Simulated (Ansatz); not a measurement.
Stepwise reaction of `[NH2][Sc]([NH2])[NH2]` with water, as a gas-phase model of exchange steps in deposition or etching. ΔE in kJ/mol; ΔG adds harmonic PBE0-D4 terms to CCSD(T)/CBS, at 1 bar.

Program: Ansatz. Geometries: PBE0-D4/def2-TZVP. ΔE: electronic, gas phase. CCSD(T)/CBS adds triple-zeta CCSD(T) − MP2 to the extrapolated MP2 energy (def2 sets, frozen cores). This one scheme is used for every species. DFT in def2-TZVPP. B3LYP here is the variant with VWN-RPA as its local correlation; programs differ in this. For Sc outer-core shells are correlated without core-valence functions, which leaves a few kJ/mol of doubt a bond. Scalar relativity is left out up to krypton. Each species was taken in one conformer, which may not be the lowest.

```json
{"step": "1", "reaction": "`[NH2][Sc]([NH2])[NH2]` + H₂O → `[NH2][Sc]([NH2])[OH]` + NH₃", "PBE-D4": "-74.7", "B3LYP-D4": "-78.3", "ωB97M-V": "-79.1", "CCSD(T)/CBS": "-77.2", "ΔG(400 K)": "-77.4"}
{"step": "2", "reaction": "`[NH2][Sc]([NH2])[OH]` + H₂O → `[NH2][Sc]([OH])[OH]` + NH₃", "PBE-D4": "-74.6", "B3LYP-D4": "-77.2", "ωB97M-V": "-77.3", "CCSD(T)/CBS": "-74.8", "ΔG(400 K)": "-69.0"}
```

Q: Give the row of step 3, `[NH2][Sc]([OH])[OH]` + H₂O → `[OH][Sc]([OH])[OH]` + NH₃. (An estimate is asked.)

A: The calculation gave: 
| step | reaction | PBE-D4 | B3LYP-D4 | ωB97M-V | CCSD(T)/CBS | ΔG(400 K) |
| --- | --- | --- | --- | --- | --- | --- |
| 3 | `[NH2][Sc]([OH])[OH]` + H₂O → `[OH][Sc]([OH])[OH]` + NH₃ | -64.5 | -67.9 | -68.2 | -65.9 | -66.3 |

Q: By hand: ΔE of the 3 steps together at CCSD(T)/CBS.

A: (-77.2) + (-74.8) + (-65.9) = -217.9 kJ/mol, or -72.6 kJ/mol a step.

In ΔE each step is higher than the one before. All are downhill at CCSD(T)/CBS. ΔG lies between -77.4 and -66.3 kJ/mol a step. PBE-D4 differs from CCSD(T)/CBS by 0.2 to 2.5 kJ/mol a step. Isolated molecules leave out the surface, adducts and barriers. Largest T1 diagnostic: 0.016.
